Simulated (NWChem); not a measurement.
## Ionisation of ClLi

```xyz
2

Li     0.0000     0.0000    -1.7006
Cl     0.0000     0.0000     0.3001
```
Charge 0, spin multiplicity 1.

Program: NWChem. Structure: optimised with B3LYP/def2-SVP, a minimum by its harmonic frequencies.

Basis set: def2-TZVP. −ε marks an orbital energy of the parent.

B3LYP has NWChem's definition, with VWN1-RPA local correlation. The structure started from a generated list of species.

Task: Order these methods by the first vertical ionisation energy they give, lowest first: −ε(HOMO) of HF, −ε(HOMO) of PBE, −ε(HOMO) of BHandHLYP, −ε(HOMO) of BLYP.

Result: −ε(HOMO) of BLYP (5.66 eV), −ε(HOMO) of PBE (5.79 eV), −ε(HOMO) of BHandHLYP (8.34 eV), −ε(HOMO) of HF (10.31 eV)
